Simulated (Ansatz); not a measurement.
A made-up structure of SiH₂TeCl (charge +1), closed shell:

```tsv
atom	x (Å)	y (Å)	z (Å)
Cl1	-2.1378	0.1286	-1.2690
Si2	-0.4968	-0.2601	-0.2492
Te3	0.9912	1.4912	0.3439
H4	-0.2728	-1.6734	0.1044
H5	0.0958	-1.2879	-1.0295
```

It is relaxed with PBE-D4/def2-SVP and then PBE0-D4/def2-TZVP (Ansatz 0.2.0). Atoms count as bonded within 1.22 times the sum of their covalent radii (H–H: 0.88 Å). The end point is not checked to be a true minimum.

Does its bonding change? (A judgement: the text doesn't fix the answer.)

By the calculation: Yes. Formed: Te3–H5; broken: Si2–H5.

Where it ends: The first stage lowers the energy by 3.02 eV in 16 steps. It ends as SiH₂TeCl ([Cl][SiH][TeH]), total charge +1:
```xyz
5
angstrom
Cl -2.7497 0.2964 -0.7717
Si -0.9623 -0.4582 -0.4254
Te 0.9747 0.8926 -0.6626
H -0.9235 -1.8755 -0.0223
H 1.8404 -0.4570 -0.2174
```

Labels in which every atom is bracketed show which atoms are joined, not bond orders.

For scale, one of the runs: PBE0-D4/def2-TZVP relaxation, 136 basis functions, launched by `ansatz run in.yaml --threads 2 --pin off --events-out ev --progress --plain --max-ram 4352MiB`. Hardware: 2 CPU threads of an Arm Neoverse V1, shared host. Wall time about 18 s.
